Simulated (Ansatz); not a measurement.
`N=C([SiH3])Cl` + CH₃OH → `COC(=N)Cl` + SiH₄  (substitution at a C–Si bond)

Isolated molecules relaxed with PBE0-D4/def2-TZVP in Ansatz; ΔE leaves out vibrations. CCSD(T)/CBS is the MP2 limit (def2-TZVPP, def2-QZVPP) plus CCSD(T) − MP2 in def2-TZVPP, frozen cores. This one scheme is used for every species. Functionals use def2-TZVPP. One conformer a species, not always the lowest.

```tsv
level	ΔE (kJ/mol)
B97M-V	11.3
CCSD/CBS(def2)	27.9
```

Q: What does CCSD(T)/CBS give? (An estimate is asked.)

A: The calculation gave: +27.6 kJ/mol. The listed levels differ from it by -16.3, 0.3 kJ/mol.

Largest T1 diagnostic among the species: 0.013.

From BLYP to BHLYP (50 % exact exchange), in def2-TZVPP and without D4, ΔE moves by −7.4 kJ/mol. In def2-TZVPP, CCSD(T) changes the Hartree–Fock value by +6.3 kJ/mol (the triples alone add −0.3 kJ/mol) and MP2 by +6.4 kJ/mol.
